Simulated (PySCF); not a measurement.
Excitation energy of C+ by level of theory

C+ [He] 2s2 2p1 (2P) → C+ [He] 2s2 3d1 (2D), as a difference of total energies. All numbers are calculated (PySCF 2.14, the spin-free X2C one-electron Hamiltonian (Gaussian nucleus), in dyall-av3z). Correlated levels: valence: 1s2 frozen; virtual orbitals above 40 to 60 times the deepest correlated orbital energy dropped. The calculations carry no spin-orbit coupling.

```json
{"method": "UHF", "excitation energy (eV)": "18.507"}
{"method": "MP2 (valence)", "excitation energy (eV)": "18.388"}
{"method": "SCS-MP2 (valence)", "excitation energy (eV)": "18.362"}
{"method": "CCSD (valence)", "excitation energy (eV)": "18.459"}
{"method": "CCSD(T) (valence)", "excitation energy (eV)": "18.460"}
```

Q: How much does correlation contribute at CCSD(T) (valence)?

A: 18.460 − (18.507) = -0.047 eV, measured against UHF.

Errors of the correlated levels include the incompleteness of this basis and the frozen core.

The promoted electron is Rydberg-like, and one or two diffuse shells describe it only roughly, which tends to raise the upper state.

The coupled-cluster amplitudes are large for the upper state (T1 above 0.03 or a double amplitude above 0.15), so a single reference is strained.

For comparison: 18.041 eV (measured; NIST levels, between the centres of gravity of the two terms).
